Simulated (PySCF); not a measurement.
C₂H₇Si, CH₂BClN (calculated)

Calculation on a computer-drawn molecule: the log of a Hartree-Fock and frozen-core CCSD(T) single point meant for a local Hartree-Fock minimum, with one planted fault or none, to be diagnosed. Offsets are logged minus clean, where the clean run is the same molecule without the fault. The reference is restricted for singlets and unrestricted otherwise, and also for a bond in bohr or an excited solution. Adding or removing an electron swaps singlet and doublet. The excited solution moves the top pair (singlet) or top alpha electron (doublet) to the lowest empty orbital. Highest occupied and lowest empty are orbital energies over both spins, largest force is the largest gradient component, triples share is (T) over the correlation energy, the T1 limit is 0.02 restricted and 0.045 unrestricted, electrons count all cores, a negative frequency is imaginary (commonest isotopes), and the dipole is about the centre of nuclear charge. Program: PySCF 2.14.0.

Common to all runs: meant charge 0; meant multiplicity 2; meant basis cc-pV(D+d)Z; logged SCF converged yes; logged CC converged yes; logged SCF stable within its kind yes; possible faults no fault, one electron removed, one electron added, multiplicity raised by two, geometry at a saddle point, SCF held on an excited solution, minimal basis STO-3G, one bond length entered in bohr, all coordinates scaled.

(1) C₂H₇Si

Logged structure:
```xyz
10
C2H7Si
C      1.2531    -0.5882    -1.5886
C      0.1386    -2.5020     0.1742
Si    -1.3059    -1.8225     1.2026
H      1.9711     0.1365    -1.2235
H      0.7813    -0.3859    -2.5428
H      0.8966    -2.8726     0.8721
H     -0.2302    -3.3709    -0.3811
H     -2.3978    -1.3597     0.3124
H     -1.8389    -2.8779     2.0999
H     -0.8540    -0.6784     2.0307
```

| Property | Result |
| --- | --- |
| logged electrons | 33 |
| logged basis functions | 86 |
| logged spin squared | 1.5442 |
| logged highest occupied | -10.185 eV |
| logged lowest empty | 2.5824 eV |
| logged largest force | 0.035194 hartree/bohr |
| logged T1 diagnostic | 0.041909 |
| logged D1 diagnostic | 0.22393 |
| logged triples share | 0.035757 |
| logged dipole magnitude | 0.84956 debye |
| logged energy HF | -368.5557 hartree |
| logged energy CCSD(T) | -368.96919 hartree |
| planted fault | withheld |

Drawn bonds:
```tsv
atom	other atom	order
1	2	1
2	3	1
1	4	1
1	5	1
2	6	1
2	7	1
3	8	1
3	9	1
3	10	1
```

(2) CH₂BClN

Logged structure:
```xyz
6
CH2BClN
C     -0.8219     2.1265     0.8658
N     -0.2077     1.2326     0.0712
B      0.3569     0.4119    -0.6583
Cl     1.1379    -0.7242    -1.6685
H     -1.8690     2.0000     1.1026
H     -0.2631     2.9640     1.2594
```

| Quantity | Value |
| --- | --- |
| logged electrons | 37 |
| logged basis functions | 26 |
| logged spin squared | 0.8419 |
| logged highest occupied | -6.9399 eV |
| logged lowest empty | 6.8922 eV |
| logged largest force | 0.052713 hartree/bohr |
| logged T1 diagnostic | 0.020734 |
| logged D1 diagnostic | 0.0862 |
| logged triples share | 0.02663 |
| logged dipole magnitude | 1.8176 debye |
| logged energy HF | -571.25774 hartree |
| logged energy CCSD(T) | -571.44805 hartree |
| planted fault | withheld |

Drawn bonds:
```tsv
atom	other atom	order
1	2	1
2	3	2
3	4	1
1	5	1
1	6	1
```

To be estimated
1. Which fault was planted in the run of C₂H₇Si (entry 1)?
2. Give the missing planted fault for CH₂BClN (entry 2).

Answers
1. one bond length entered in bohr, row 1 of the drawn bonds
2. minimal basis STO-3G

Further results for C₂H₇Si (entry 1):

| Quantity | Value |
| --- | --- |
| HF energy offset from clean run | 92.97 kcal/mol |
| CCSD(T) energy offset from clean run | 106.5 kcal/mol |

Further results for CH₂BClN (entry 2):

| Property | Result |
| --- | --- |
| HF energy offset from clean run | 4033 kcal/mol |
| CCSD(T) energy offset from clean run | 4252 kcal/mol |
